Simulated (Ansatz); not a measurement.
`F[Si](F)([SiH3])Cl` + HCl → `F[Si]([SiH3])(Cl)Cl` + H–F  (ligand exchange at the Si–F bond)

Computed with Ansatz on PBE0-D4/def2-TZVP structures; ΔE is electronic, products minus reactants. CBS: MP2 limit from def2 TZ/QZ plus the TZ coupled-cluster correction, frozen cores. This one scheme is used for every species. DFT in def2-TZVPP. HSE06 is defined as in plane-wave codes.

```csv
level,ΔE (kcal/mol)
r2SCAN-D4,11.6
r2SCAN0-D4,11.2
HSE06-D4,9.3
BLYP,13.5
HSE06,10.2
CAM-B3LYP,14.2
CCSD/def2-SVP,11.8
MP2/def2-QZVPP,9.8
```

What does CCSD(T)/CBS give? (Best estimate.)

Ansatz gave: +10.8 kcal/mol. The listed levels differ from it by 0.8, 0.4, -1.5, 2.7, -0.6, 3.4, 1.0, -1.0 kcal/mol.

Largest T1 diagnostic among the species: 0.012.

The D4 term adds −1.7 kcal/mol with B3LYP and −0.9 kcal/mol with PBE0; it sums over pairs of atoms, weighted by their polarisabilities, and B3LYP, whose exchange is more repulsive, gets the larger term. Leaving LDA and LC-ωPBE aside and taking each functional with its dispersion term where it has one, the values, not all of them listed here, spread over 4.7 kcal/mol, from revPBE-D4 to CAM-B3LYP-D4. In def2-TZVPP, CCSD(T) changes the Hartree–Fock value by −3.1 kcal/mol (the triples alone add −0.7 kcal/mol) and MP2 by −4.8 kcal/mol.

B3LYP here is the variant with VWN-RPA as its local correlation; programs differ in this.
